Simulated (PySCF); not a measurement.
## Spinor energies of P³⁺ (phosphorus, charge +3)

Start: [Ne] 3p2; 3p3/2 filled at m_j = +1/2, +3/2. Calculated with PySCF 2.14 in x2c-TZVPall-2c (5s6p2d1f, 40 functions): generalised Hartree-Fock with the X2C-1e Hamiltonian and a Gaussian nucleus; one run each with spin-orbit coupling (SO) switched off, then screened by Boettger's factors. This is a chosen level, not necessarily the ground level.

```
spinor shell  electrons  ε, spin-free (eV)  ε, screened SO (eV)  weight of nominal j (screened SO)  rms radius, screened SO (bohr)
       1s1/2          2            -2224.4              -2224.4                              1.000                           0.120
       2s1/2          2            -245.99              -246.00                              1.000                           0.560
       2p1/2          2            -188.21              -188.96                              0.820                           0.535
       3p3/2          2            -41.590              -41.577                              0.821                            1.98
```

Question: Where does 2p3/2 lie, and what is the 2p spin-orbit splitting (screened SO)?

Answer: At -187.85 eV, 1.112 eV above 2p1/2.

```
   quantity   spin-free  screened SO
E (hartree)  -338.65898   -338.65835
        M_J           2            2
       ⟨J²⟩       6.000        6.000
       ⟨L²⟩       2.000        2.003
       ⟨S²⟩       2.000        1.999
```

Each row is a mean over spinors that exchange with the open shell spreads, by up to 1.735 eV (2p3/2).

Rows whose weight is well below 1 are mixtures of j = l ± 1/2: exchange outweighs spin-orbit coupling there, and the label is only the starting occupation.

Without spin-orbit coupling the j labels of p, d and f shells carry no meaning; the spin-free column gives the mean over the occupied spinors of each nl shell.
